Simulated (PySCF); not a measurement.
First SCF of a structure search on doublet SnH₂⁻, at a hand-made bent geometry. PySCF input:

```python
from pyscf import gto, scf, dft
mol = gto.M(atom='''
Sn     0.000000     0.000000     0.000000
H      1.408900     0.000000     0.986600
H     -1.408900     0.000000     0.986600''',
    basis={'Sn': 'def2-TZVPD', 'H': 'def2-TZVPD'},
    ecp={'Sn': 'def2-TZVPD'},
    charge=-1, spin=1)
mf = dft.UKS(mol, xc='PBE0')
mf.grids.atom_grid = (50, 194)
aux = {'Sn': 'def2-universal-JKFIT', 'H': 'def2-universal-JKFIT'}
mf = mf.density_fit(auxbasis=aux)
mf.conv_tol = 1e-08
mf.diis_space = 10
mf.max_cycle = 60
mf.init_guess = 'minao'
mf.verbose = 4
mf.kernel()
```

Excerpt of the output (cycles alone):

```
init E= -178.445271142821
cycle= 1 E= -214.175400871104  delta_E= -35.7  |g|=  1.8  |ddm|= 21.7
cycle= 2 E= -212.644795012915  delta_E= 1.53  |g|= 3.05  |ddm|= 15.2
cycle= 3 E= -215.484103453113  delta_E= -2.84  |g|= 0.153  |ddm|= 14.4
cycle= 4 E= -215.491348011988  delta_E= -0.00724  |g|= 0.0463  |ddm|= 0.22
cycle= 5 E= -215.492367706113  delta_E= -0.00102  |g|= 0.00819  |ddm|= 0.111
cycle= 6 E= -215.492400121642  delta_E= -3.24e-05  |g|= 0.00273  |ddm|= 0.0245
cycle= 7 E= -215.492405700344  delta_E= -5.58e-06  |g|= 0.000488  |ddm|= 0.00577
cycle= 8 E= -215.492406021781  delta_E= -3.21e-07  |g|= 9.95e-05  |ddm|= 0.00233
cycle= 9 E= -215.492406052531  delta_E= -3.07e-08  |g|= 2.93e-05  |ddm|= 0.000906
cycle= 10 E= -215.492406055096  delta_E= -2.57e-09  |g|= 1.02e-05  |ddm|= 0.000215
Extra cycle  E= -215.492406055327  delta_E= -2.31e-10  |g|= 7.93e-06  |ddm|= 4.05e-05
converged SCF energy = -215.492406055327  <S^2> = 0.75510304  2S+1 = 2.0050965
```

No lower solution of this spin was found by a stability analysis within the unrestricted form.

Spin–orbit coupling, left out here, can matter for elements this heavy.

The search for the lowest solution, with the stability check, took 2.2 s on 2 threads of a shared Arm Neoverse V1 host, with 74 basis functions; the process peaked at 0.29 GiB. Launch command: `OMP_NUM_THREADS=2 python axn.py task.json out`.
